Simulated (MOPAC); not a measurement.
MOPAC input (PM3):

```
PM3 1SCF CHARGE=1 GEO-OK AUX(PRECISION=9) THREADS=1
CHSe2

Se   -1.69381200 1    0.00471600 1    0.09582700 1
C     0.09056600 1    0.03123000 1   -0.03337800 1
Se    1.73187800 1   -0.04283800 1   -0.06386100 1
H    -1.83763400 1    1.10878900 1   -0.88657600 1
```

From the output:

```
                                                       MOPAC v23.2.5 Linux

          FINAL HEAT OF FORMATION =        280.43114 KCAL/MOL =    1173.32388 KJ/MOL

          COSMO AREA              =        109.03 SQUARE ANGSTROMS
          COSMO VOLUME            =         94.01 CUBIC ANGSTROMS

          IONIZATION POTENTIAL    =         14.993303 EV
          HOMO LUMO ENERGIES (EV) =        -14.993 -8.264
          NO. OF FILLED LEVELS    =          8
          MOLECULAR WEIGHT        =        170.9389         POINT GROUP:  Cs

          MOLECULAR DIMENSIONS (Angstroms)

            Atom       Atom       Distance
            H     4   Se     3     3.83986
           Se     1    H     4     1.32240
            H     4    C     2     0.00000

          SCF CALCULATIONS        =          1

   ATOM   CHEMICAL          X               Y               Z
  NUMBER   SYMBOL      (ANGSTROMS)     (ANGSTROMS)     (ANGSTROMS)

     1      Se         -1.69381200  *   0.00471600  *   0.09582700  *
     2       C          0.09056600  *   0.03123000  *  -0.03337800  *
     3      Se          1.73187800  *  -0.04283800  *  -0.06386100  *
     4       H         -1.83763400  *   1.10878900  *  -0.88657600  *

                             CARTESIAN COORDINATES

   1   Se       -1.693812000     0.004716000     0.095827000
   2    C        0.090566000     0.031230000    -0.033378000
   3   Se        1.731878000    -0.042838000    -0.063861000
   4    H       -1.837634000     1.108789000    -0.886576000

           Empirical Formula: C H Se2  =     4 atoms

      MOLECULAR POINT GROUP   :   Cs

                  EIGENVALUES
 -33.53483 -26.44413 -21.81647 -19.18786 -18.57018 -17.96613 -16.57594 -14.99330
  -8.26403  -7.90444  -7.34663  -6.41079  -5.42386

              NET ATOMIC CHARGES AND DIPOLE CONTRIBUTIONS

  ATOM NO.   TYPE          CHARGE      No. of ELECS.   s-Pop       p-Pop
    1         Se           0.533465        5.4665     1.86788     3.59866
    2          C          -0.290758        4.2908     1.39016     2.90060
    3         Se           0.676767        5.3232     1.90224     3.42099
    4          H           0.080526        0.9195     0.91947
 DIPOLE           X         Y         Z       TOTAL
 POINT-CHG.     0.389     0.301    -0.293     0.573
 HYBRID        -0.380     0.741    -0.642     1.051
 SUM            0.009     1.041    -0.935     1.399

          ATOMIC ORBITAL ELECTRON POPULATIONS

     Atom    s        px        py        pz
    1 Se   1.86788   0.81312   1.36162   1.42392
    2  C   1.39016   1.12521   0.88983   0.88556
    3 Se   1.90224   0.83062   1.27928   1.31109
    4  H   0.91947

 **********************
 *                    *
 * JOB ENDED NORMALLY *
 *                    *
 **********************

 == MOPAC DONE ==
```

The dipole moment of an ion depends on the origin.

The geometry given is a B3LYP-D3(BJ)/def2-TZVP minimum.
